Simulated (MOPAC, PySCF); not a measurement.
C₅H₆BNO, SMILES `Bc1ncccc1O` (H–B–C–N torsion -180°, C–C–O–H torsion -180°), neutral singlet in the gas phase. 

Z-matrix (Å, degrees):
```
C
O 1 1.3477
H 2 0.9668 1 109.83
C 1 1.4045 2 121.54 3 0.04
C 4 1.3877 1 118.65 2 179.99
H 5 1.0927 4 120.74 1 179.99
H 4 1.0949 5 121.06 6 -0.01
C 5 1.4055 6 120.48 4 -179.99
N 8 1.3233 5 122.75 6 180.00
C 9 1.3587 8 120.45 5 0.03
H 8 1.0962 9 117.13 10 -179.98
B 10 1.5495 9 117.30 8 179.89
H 12 1.2029 10 118.32 9 0.35
H 12 1.2034 13 120.27 10 179.96
```
Charge 0, multiplicity 1.

All levels are single points at this geometry (B3LYP-D3(BJ)/def2-SVP); Pople sets use spherical d functions. Orbital energies aren't observables, and empty levels follow the basis.

PM6 in MOPAC gives gap (eV) = 8.54.

Question: Estimate the gap (eV) from each of these levels: TPSSh-D3(BJ)/def2-TZVP in PySCF; B3LYP/3-21G in PySCF; B3LYP/6-311+G** in PySCF; BP86/6-31G* in PySCF; M06-2X/6-31G* in PySCF; PBE/6-31G* in PySCF; SVWN5/6-31G* in PySCF; HF/3-21G in PySCF; HF/6-31G* in PySCF; HF/STO-3G in PySCF; AM1 in MOPAC; PM3 in MOPAC.

Answer: 
```json
[
 {"level": "TPSSh-D3(BJ)/def2-TZVP in PySCF", "gap (eV)": "3.91"},
 {"level": "B3LYP/3-21G in PySCF", "gap (eV)": "4.45"},
 {"level": "B3LYP/6-311+G** in PySCF", "gap (eV)": "4.58"},
 {"level": "BP86/6-31G* in PySCF", "gap (eV)": "2.72"},
 {"level": "M06-2X/6-31G* in PySCF", "gap (eV)": "6.96"},
 {"level": "PBE/6-31G* in PySCF", "gap (eV)": "2.68"},
 {"level": "SVWN5/6-31G* in PySCF", "gap (eV)": "2.51"},
 {"level": "HF/3-21G in PySCF", "gap (eV)": "10.76"},
 {"level": "HF/6-31G* in PySCF", "gap (eV)": "10.59"},
 {"level": "HF/STO-3G in PySCF", "gap (eV)": "12.08"},
 {"level": "AM1 in MOPAC", "gap (eV)": "9.10"},
 {"level": "PM3 in MOPAC", "gap (eV)": "8.76"}
]
```
